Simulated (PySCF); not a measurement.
H2ISi, SMILES [SiH2]I, multiplicity 2.

The structure is a stationary point at B3LYP-D3(BJ)/def2-TZVP. The isomer is the one that the SMILES or the coordinates give; other isomers of the formula were not compared. The def2 effective core potentials stand for the cores of I; spin–orbit coupling is left out.

Computed with PySCF with TDA-PBE0/def2-TZVPD.

Vertical excitations. Gas-phase values at a fixed geometry.

Computed UV-visible absorptions:
```json
[
 {"state": "root 1", "energy (eV)": "3.30", "λ (nm)": "375", "f": "0.001", "main pairs": "β HOMO→LUMO 99 %"},
 {"state": "root 2", "energy (eV)": "3.62", "λ (nm)": "342", "f": "0.007", "main pairs": "α HOMO→LUMO 17 %, β HOMO−1→LUMO 80 %"},
 {"state": "root 3", "energy (eV)": "3.89", "λ (nm)": "318", "f": "0.054", "main pairs": "α HOMO→LUMO 80 %, β HOMO−1→LUMO 16 %"},
 {"state": "root 4", "energy (eV)": "4.95", "λ (nm)": "250", "f": "0.015", "main pairs": "β HOMO−2→LUMO 93 %"},
 {"state": "root 5", "energy (eV)": "5.11", "λ (nm)": "243", "f": "0.001", "main pairs": "α HOMO−1→LUMO 72 %, β HOMO→LUMO+1 22 %"},
 {"state": "root 6", "energy (eV)": "5.25", "λ (nm)": "236", "f": "0.012", "main pairs": "α HOMO→LUMO+1 93 %"},
 {"state": "root 7", "energy (eV)": "5.38", "λ (nm)": "230", "f": "0.017", "main pairs": "α HOMO→LUMO+2 69 %, β HOMO−3→LUMO 16 %, β HOMO→LUMO+1 7 %"},
 {"state": "root 8", "energy (eV)": "5.50", "λ (nm)": "225", "f": "0.000", "main pairs": "α HOMO−2→LUMO 43 %, β HOMO−1→LUMO+1 48 %"},
 {"state": "root 9", "energy (eV)": "5.51", "λ (nm)": "225", "f": "0.005", "main pairs": "α HOMO→LUMO+2 23 %, β HOMO−3→LUMO 69 %"},
 {"state": "root 10", "energy (eV)": "5.66", "λ (nm)": "219", "f": "0.022", "main pairs": "α HOMO−1→LUMO 17 %, β HOMO→LUMO+1 67 %"}
]
```
Unrestricted roots are not spin-pure.
